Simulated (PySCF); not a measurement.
A GIAO shielding run with PySCF 2.14 (density fitting, non-relativistic, gas phase) on `C1C(S[Si@@H](C)OC=O)(C)C1`, C₆H₁₂O₂SSi:

```
$ OMP_NUM_THREADS=1 python probes_run.py task.json out

{"job": {"kind": "nmr", "xc": "PBE0", "basis": "pcSseg-1"}, "charge": 0, "multiplicity": 1}
C      2.765951    -0.576876     1.648620
Si     1.345664     0.131781     0.627499
O      1.565046    -0.184570    -1.009494
C      2.605430     0.243285    -1.682255
O      3.485586     0.918783    -1.244675
S     -0.434045    -0.927147     1.150660
C     -1.688408    -0.204824     0.045943
C     -1.670481    -0.789673    -1.341135
C     -2.991845     0.145332     0.695577
C     -2.050225     1.231646     0.266755
H      2.857970    -1.651054     1.502507
H      3.704812    -0.114737     1.360220
H      2.613249    -0.401299     2.707917
H      1.147895     1.571937     0.738209
H      2.562755    -0.106297    -2.728846
H     -1.853763    -1.861952    -1.294701
H     -0.702530    -0.626705    -1.811336
H     -2.442559    -0.329028    -1.954511
H     -3.096607    -0.043276     1.752243
H     -3.897351    -0.012761     0.129226
H     -2.303407     1.826554    -0.598688
H     -1.533548     1.780267     1.039415
```

Hardware: 1 thread of an Arm Neoverse V1, shared host. The job also computes population analyses, field gradients, ring-centre shieldings.

**Question.** How large is the calculation?

**Answer.** 94 electrons, 244 basis functions and 1310 auxiliary functions.

**Question.** How long does it take, and how much memory does it need?

**Answer.** 99 s of wall time, with 14 SCF cycles and 5 response iterations; peak memory 1.1 GiB. Times on a shared host scatter by some tens of per cent.
